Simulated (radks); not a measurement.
Results of a calculation; reference values are marked as such.
Problem. Ionisation of neutral rhenium, [Xe] 4f14 5d5 6s2, to Re+, [Xe] 4f14 5d5 6s1, under several functionals. Scalar-relativistic Kohn-Sham, spin-polarised, spherical densities, finite nucleus; open shells are filled with parallel spins first (spin-orbit coupling, left out, can overturn this in heavy ions); a radial shooting solver on a logarithmic mesh with Libxc functionals. Known Delta-SCF values: B86b exchange with PBE correlation 7.662 eV; TASK exchange with Perdew-Wang LDA correlation 6.397 eV. What does BLYP give, and what is its highest occupied eigenvalue?

Solution. 8.067 eV by Delta-SCF; the 6s eigenvalue is -4.982 eV. NIST: 7.834 eV (measured).
